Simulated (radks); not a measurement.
Mn+, 24 electrons, occupied as [Ar] 3d6 (not the ground configuration).

Method: non-relativistic Kohn-Sham, PBEsol, spin-polarised, spherical densities, point nucleus; open shells are filled with parallel spins first; computed with a radial shooting solver on a logarithmic mesh with Libxc functionals.

Energy parts (Ry):
total: -2298.65530
kinetic: 2296.57554
electron-nucleus: -5459.81528
Hartree: 965.82229
exchange-correlation: -101.23784

Orbitals (lengths in bohr, moments of r in powers of bohr):
[
 {"orbital": "1s down", "occ.": "1", "eigenvalue (Ry)": "-468.1415", "<r>": "0.06161", "<1/r>": "24.50"},
 {"orbital": "1s up", "occ.": "1", "eigenvalue (Ry)": "-468.1407", "<r>": "0.06161", "<1/r>": "24.50"},
 {"orbital": "2s up", "occ.": "1", "eigenvalue (Ry)": "-53.95776", "<r>": "0.2829", "<1/r>": "5.213"},
 {"orbital": "2s down", "occ.": "1", "eigenvalue (Ry)": "-53.83922", "<r>": "0.2825", "<1/r>": "5.222"},
 {"orbital": "2p up", "occ.": "3", "eigenvalue (Ry)": "-46.28462", "<r>": "0.2486", "<1/r>": "5.165"},
 {"orbital": "2p down", "occ.": "3", "eigenvalue (Ry)": "-46.19575", "<r>": "0.2481", "<1/r>": "5.172"},
 {"orbital": "3s up", "occ.": "1", "eigenvalue (Ry)": "-6.47377", "<r>": "0.8661", "<1/r>": "1.629"},
 {"orbital": "3s down", "occ.": "1", "eigenvalue (Ry)": "-6.19676", "<r>": "0.8682", "<1/r>": "1.624"},
 {"orbital": "3p up", "occ.": "3", "eigenvalue (Ry)": "-4.29724", "<r>": "0.9175", "<1/r>": "1.500"},
 {"orbital": "3p down", "occ.": "3", "eigenvalue (Ry)": "-4.02347", "<r>": "0.9216", "<1/r>": "1.493"},
 {"orbital": "3d up", "occ.": "5", "eigenvalue (Ry)": "-0.87357", "<r>": "1.265", "<1/r>": "1.094"},
 {"orbital": "3d down", "occ.": "1", "eigenvalue (Ry)": "-0.62838", "<r>": "1.381", "<1/r>": "1.040"}
]

The highest occupied level is 3d down at -8.550 eV. The electron density at the nucleus is 1.054e+04 e/bohr^3. The density falls to 0.001 e/bohr^3 at r = 3.51 bohr. The spin density at the nucleus is -0.826 e/bohr^3 (1s -0.021, 2s -1.343, 3s 0.538), a Fermi contact field of -43.3 T.
